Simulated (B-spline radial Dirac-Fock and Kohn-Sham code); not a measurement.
## What relativity does to the binding energies of Pr⁴⁹⁺

System: the Pr⁴⁹⁺ ion, [He] 2s2 2p6.

Both columns are ΔSCF binding energies of the configuration average from a radial atomic solver: non-relativistic Hartree-Fock with a point nucleus, and Dirac-Fock with a finite nucleus and the Coulomb interaction alone, averaged over the two j levels with weights 2j+1.

| shell | Hartree-Fock (eV) | Dirac-Fock (eV) | shift (eV) | shift (%) |
| --- | --- | --- | --- | --- |
| 1s | 43620.9 | 45798.2 | +2177.28 | +4.99 |
| 2s | 9633.4 | 10239.3 | +605.92 | +6.29 |
| 2p | 9331.6 | 9557.5 | +225.91 | +2.42 |

Relativity binds 1s, 2s, 2p more strongly, among those listed most of all 2s in relative terms.

Values without a named source are computed, but for edge energies of neutral atoms, which are taken from tables.
